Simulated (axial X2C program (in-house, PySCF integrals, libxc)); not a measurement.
Low determinants of Tb

Computed with an axial X2C code built on PySCF integrals, basis dyall-v3z (cores contracted in-house), spin-free (one-electron X2C) and two-component (2c, atomic mean-field Coulomb and Gaunt terms). Energies in eV from the lowest row of each column (rows without correlated energies are left out; n/a marks j-coupled starts, which PBE0 does not hold); electrons by l are Mulliken totals of the Hartree–Fock solution, and PBE0 can relax to another configuration under the same block occupation. Coupled cluster uses truncated natural virtuals with an MP2 remainder. Frozen shells in the correlated columns: 4 s, 3 p, 2 d.

Spin-free determinants:

| electrons by l | M_S, M_L | HF | MP2 | PBE0 |
| --- | --- | --- | --- | --- |
| s12 p24 d21 f8 | 7/2, 2 | 0.00 | 0.00 | 0.20 |
| s12 p24 d20 f9 | 5/2, 5 | 3.04 | 0.18 | 0.36 |
| s12 p24 d21 f8 | 7/2, 1 | 0.23 | 0.19 | 0.34 |
| s12 p24 d20 f9 | 5/2, 4 | 3.09 | 0.21 | 0.04 |
| s12 p24 d20 f9 | 5/2, 2 | 3.24 | 0.34 | 0.01 |
| s12 p24 d20 f9 | 5/2, 3 | 3.35 | 0.40 | 0.00 |
| s12 p24 d20 f9 | 5/2, 0 | 3.40 | 0.46 | 0.13 |
| s12 p24 d20 f9 | 5/2, 2 | 3.61 | 0.60 | 0.17 |

Two-component determinants:

| electrons by l | 2M_J | HF | MP2 | PBE0 |
| --- | --- | --- | --- | --- |
| s12 p24 d20 f9 | 15 | 0.00 | 0.00 | 0.22 |
| s12 p24 d20 f9 | 13 | 0.14 | 0.11 | 0.00 |
| s12 p24 d20 f9 | 11 | 0.49 | 0.40 | 0.05 |
| s12 p24 d20 f9 | 9 | 0.48 | 0.42 | 0.16 |
| s12 p24 d20 f9 | 11 | 0.78 | 0.62 | 0.37 |
| s12 p24 d20 f9 | 9 | 0.85 | 0.68 | 0.31 |
| s12 p24 d20 f9 | 5 | 0.80 | 0.71 | 0.46 |
| s12 p24 d20 f9 | 1 | 0.83 | 0.76 | 0.52 |

Ground level as tabulated from the NIST Atomic Spectra Database (leading term): 2S+1 = 6, L = 5, J = 15/2.

Single determinants need not be terms or J levels, so several rows can belong to one term; PBE0 has no current term and treats spin collinearly, and Hartree–Fock breaks spherical symmetry, which spreads rows that should be degenerate. The search is wide but not exhaustive and can miss a configuration; gaps between s and d configurations can be off by some tenths of an eV with this basis and core.

The run took 2.9 min on 1 thread of Arm Neoverse V1 (shared host).
